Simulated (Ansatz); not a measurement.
Born–Oppenheimer molecular dynamics of C2H8Sn (11 atoms, charge 0, multiplicity 1). It starts at the highest image of a converged band. Of that band: Neighbouring images differ by up to 2.3 eV, so the band resolves the path poorly. A vibrational analysis at the climbing image gives one clearly imaginary mode, 1278i cm⁻¹: a first-order saddle point.

Method: Ansatz 0.2.0, RKS BHLYP-D4/def2-SVP.

```
ensemble                      : NVE (velocity Verlet)
time step                     : 0.5 fs
steps asked                   : 200
starting velocities drawn for : 300 K
seed                          : 7829
```

First frame:

```xyz
11
Properties=species:S:1:pos:R:3
Sn 0.276 0.227 -0.581
C 1.116 -0.181 1.727
H 0.161 -0.503 2.144
H 1.855 -0.977 1.805
H 1.462 0.738 2.197
H 1.820 0.173 0.142
H -0.699 1.503 0.017
C -0.835 -1.633 -0.547
H -1.534 -1.629 0.291
H -1.385 -1.761 -1.479
H -0.133 -2.461 -0.433
```

Task: How far do the bonds stretch over the last three quarters of this one trajectory? (Pairs bonded in most of those frames.)

Result: 
```
  bond  mean (Å)  spread (Å)  shortest  longest
Sn1–C2     2.276       0.203      1.95     2.54
Sn1–H6     1.775       0.068      1.69     1.94
Sn1–H7     1.747       0.070      1.63     1.86
Sn1–C8     2.179       0.052      2.09     2.26
 C2–H3     1.099       0.018      1.06     1.14
 C2–H4     1.096       0.027      1.05     1.14
 C2–H5     1.094       0.018      1.06     1.13
 C8–H9     1.100       0.018      1.07     1.14
C8–H10     1.097       0.011      1.08     1.12
C8–H11     1.095       0.012      1.07     1.12
```

Mean temperature of the second half: 1295 K. The conserved energy stayed within 0.19 meV per atom of its start (net change 0.025 meV per atom), so the integration is sound. The kinetic energy rose, since the run started high on the potential surface and went downhill. A run of 0.1 ps of so small a system gives no equilibrium averages. The orbitals stay closed-shell, which can raise the energy where a bond breaks towards radicals; this wasn't checked here.

The run took 14 min on 2 threads of Arm Neoverse N1, with other jobs on the host, peak memory 0.2 GiB.
